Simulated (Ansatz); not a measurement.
Abridged output of a molecular run in Ansatz:

```
Functional definition: HF
1058 factors; integrals over basis functions are off by at most 1.1e-3 eV
mean field evaluation 1: about -45507.3977 eV, gradient 4.2e1 eV
mean field evaluation 2: about -45507.4005 eV, gradient 4.2e1 eV
mean field evaluation 4: about -45511.1221 eV, gradient 2.8e0 eV
mean field evaluation 8: about -45511.1552 eV, gradient 1.7e-4 eV
mean field -45511.15516833 eV, -1672.5041038671 hartree, gradient 2.8e-6 eV, S^2 0.000000; 0 other end points of the search recorded, 0 dependent functions left out
22 core orbitals not correlated: weight in the atoms' cores, before any rotation towards them, 1.000 or more for the frozen orbitals, at most 0.000 for the correlated occupied ones
reference -45511.15516833 eV, -1672.5041038671 hartree; 19, 19 occupied and 74, 74 virtual orbitals, 1058 factors
second order -22.24456837 eV of doubles, -0.00000000 eV of singles
cycle   1  -23.02173762 eV  change   -7.8e-1 eV  update   1.0e-1
cycle   2  -23.51038192 eV  change   -4.9e-1 eV  update   2.9e-2
cycle   3  -23.62985316 eV  change   -1.2e-1 eV  update   1.5e-2
cycle   4  -23.62545226 eV  change    4.4e-3 eV  update   3.1e-3
cycle   5  -23.62348771 eV  change    2.0e-3 eV  update   1.2e-3
cycle   6  -23.62360264 eV  change   -1.1e-4 eV  update   3.5e-4
cycle   7  -23.62344383 eV  change    1.6e-4 eV  update   1.1e-4
cycle   8  -23.62340566 eV  change    3.8e-5 eV  update   3.6e-5
perturbative correction -0.49466656 eV, -0.0181786606 hartree
Total energy: -45535.27324055 eV, -1673.3904266733 hartree
```

Its atoms:

Cartesian coordinates in Å:
```
O 0.309 -1.231 1.533
Si 0.776 0.026 0.581
Si -0.942 0.357 -0.966
F -2.305 0.786 -0.272
Cl -0.405 1.875 -2.222
Cl -1.327 -1.311 -2.067
H 0.894 -1.525 2.233
H 0.975 1.283 1.354
H 2.026 -0.260 -0.175
```

Task: Which basis set was used?
A. def2-TZVPPD
B. cc-pV(T+d)Z
C. def2-TZVPP
D. def2-SVP

Result: D. It gives 115 functions.

Task: Write the keys of the input that set method, charge and spin (a neutral closed shell needs none for the last two).

Result: 
```yaml
correlation: {method: ccsd_t}
```
